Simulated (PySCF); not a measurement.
**Where the electron goes**

Species: C₄H₁₀OS₂.
Structure used (GFN2-xTB), in Å, numbered top down from 1:
```
atom  x, y, z in Å
C1     2.2796   -0.5094   -0.4776
S2     0.9142   -0.0183   -1.5684
C3    -0.5248   -0.3817   -0.5255
C4    -0.6114   -1.8078   -0.0345
S5    -0.5098    0.7723    0.9667
C6    -0.9836    2.2723    0.0120
O7    -1.6896    0.3899    1.7411
H8     2.3702   -1.5913   -0.4608
H9     3.1777   -0.0742   -0.9034
H10    2.1071   -0.1130    0.5179
H11   -1.3927   -0.1200   -1.1313
H12   -0.6940   -2.5008   -0.8698
H13   -1.4944   -1.9036    0.5956
H14    0.2601   -2.0703    0.5618
H15   -2.0096    2.1615   -0.3215
H16   -0.9025    3.1240    0.6794
H17   -0.3034    2.3824   -0.8251
```

Level of theory: TDDFT CAM-B3LYP/def2-SVPD, vertical, gas phase, core orbitals frozen in the response (PySCF 2.14.0, density-fitted response routines).

Kohn–Sham orbitals with the atoms that hold most of them (Löwdin shares over 4%, at most four atoms; ? is withheld):

```
orbital  ε (eV)                          atoms
 HOMO-3  -10.73  S2 48%, C3 11%, C1 11%, O7 9%
 HOMO-2   -9.48  O7 44%, S2 18%, C3 11%, S5 9%
 HOMO-1   -8.43                              ?
   HOMO   -7.85  S2 35%, O7 26%, S5 16%, C3 9%
   LUMO    0.90                              ?
 LUMO+1    1.12  S2 42%, S5 15%, C6 7%, H11 6%
 LUMO+2    1.23  S5 43%, S2 17%, C3 7%, H16 6%
```

(1) Which atoms hold the LUMO, and with what shares?

(2) Which atoms hold the HOMO-1, and with what shares?

(3) The HOMO–LUMO gap is 8.75 eV. Where does the response calculation put the lowest singlet, and from which orbitals?

## Answers

(1) S2 (bonded to 2 C) 44%; S5 (bonded to 2 C and O) 17%; C1 (bonded to S and 3 H) 10%; H9 (bonded to C) 6%. By element: sulfur 60%, carbon 10% or more, hydrogen 6% or more.

(2) O7 (bonded to S) 34%; S2 (bonded to 2 C) 24%; S5 (bonded to 2 C and O) 18%; C6 (bonded to S and 3 H) 9%. By element: sulfur 42%, oxygen 34%, carbon 9% or more.

(3) S1 is at 5.50 eV (f = 0.0067), 3.24 eV below the gap, made of HOMO→LUMO (56%), HOMO-1→LUMO (11%), HOMO→LUMO+3 (8%). Without the coupling terms of the response equations the lowest excitation would equal the gap.

Next come S2 at 5.83 eV (f 0.034), HOMO→LUMO+2 (41%), HOMO→LUMO+5 (13%), HOMO-1→LUMO+2 (13%); S3 at 5.99 eV (f 0.028), HOMO→LUMO+3 (38%), HOMO-1→LUMO+3 (13%), HOMO→LUMO+4 (9%); S4 at 6.23 eV (f 0.038), HOMO→LUMO+1 (68%); S5 at 6.49 eV (f 0.0014), HOMO-1→LUMO+2 (21%), HOMO→LUMO+3 (13%), HOMO-1→LUMO+5 (11%).

Löwdin shares depend on the basis, the more so with diffuse functions.

One conformer stands for the species.
